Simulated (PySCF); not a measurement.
Al(H)(F)(NMe2) (C₂H₇AlFN), SMILES C[N](C)[AlH][F]. Geometry: PBE0-D3(BJ)/def2-SVP. Other conformers were not sampled.

These are PBE0-D3(BJ)/def2-SVP run with PySCF values and carry that method's errors.

Harmonic wavenumbers (cm⁻¹): 108, 127, 206, 251, 288, 295, 361, 487, 629, 673, 872, 1039, 1091, 1111, 1169, 1260, 1321, 1429, 1450, 1456, 1460, 1479, 1503, 2002, 2985, 2991, 3044, 3053, 3120, 3141. Rotational constants (GHz): 7.200, 2.526, 1.915; symmetry number 1.

Question: Work out the zero-point energy and the ideal-gas rigid-rotor harmonic-oscillator thermochemistry at 298.15 K and 1 atm.

Answer: ZPE = ½ Σ hcν = ½ × 40401 cm⁻¹ = 241.65 kJ/mol. H − E(el) = 263.05 kJ/mol. Entropy in J/(mol K): translation 165.01, rotation 111.40, vibration 67.46, total 343.88. G − E(el) = 160.52 kJ/mol. Cp = 108.64 J/(mol K). Modes under 150 cm⁻¹ make the vibrational entropy uncertain.
